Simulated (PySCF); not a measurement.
TiIH3, SMILES [I][TiH3], multiplicity 1. Atoms are numbered in the order given.

```xyz
5

Ti     0.0000     0.0000     1.7027
I      0.0000     0.0000    -0.8314
H     -1.4134    -0.8160     2.2019
H      1.4134    -0.8160     2.2019
H      0.0000     1.6321     2.2019
```

Geometry optimised at PBE-D3(BJ)/def2-TZVP. The spin state was assumed, not searched. The structure was generated by enumeration; whether it is a known compound was not checked. The def2 effective core potentials stand for the cores of I; spin–orbit coupling is left out.

All values below come from PySCF 2.14.0 with PBE-D3(BJ)/def2-TZVP.

Frequencies are harmonic and unscaled.

Modes within 1.5 cm⁻¹ of each other (mostly degenerate sets) share a row, with their intensities summed.

| mode | ν (cm⁻¹) | IR (km/mol) | moving atoms (share of kinetic energy) |
|---|---|---|---|
| 1 | 267 | 4.9 | Ti 59 %, I 28 %, H 14 % |
| 2–3 | 304 | 11.8 | H 95 % |
| 4 | 535 | 172.9 | H 85 %, Ti 14 % |
| 5–6 | 589 | 141.7 | H 99 % |
| 7–8 | 1687 | 509.5 | H 97 % |
| 9 | 1708 | 211.3 | H 100 % |
